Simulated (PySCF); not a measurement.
hexa-1,5-dien-3-yne (C6H6), SMILES C=CC#CC=C.

Geometry optimised at PBE0-D3(BJ)/def2-SVP.

Calculation: PBE/def2-TZVP (PySCF).

Symmetry labels are those of the subgroup C2v that the program uses (full group C2v).

Computed valence orbital energies around the gap with their symmetry:
```
orbital  symmetry  energy (eV)
-------  --------  -----------
HOMO−7         B2       -10.92
HOMO−6         A1       -10.90
HOMO−5         B2        -9.25
HOMO−4         A1        -9.12
HOMO−3         B1        -8.70
HOMO−2         A2        -7.51
HOMO−1         A1        -6.54
HOMO           B1        -5.61
LUMO           A2        -2.43
LUMO+1         B1        -0.61
LUMO+2         B2        -0.16
LUMO+3         A1         1.16
```
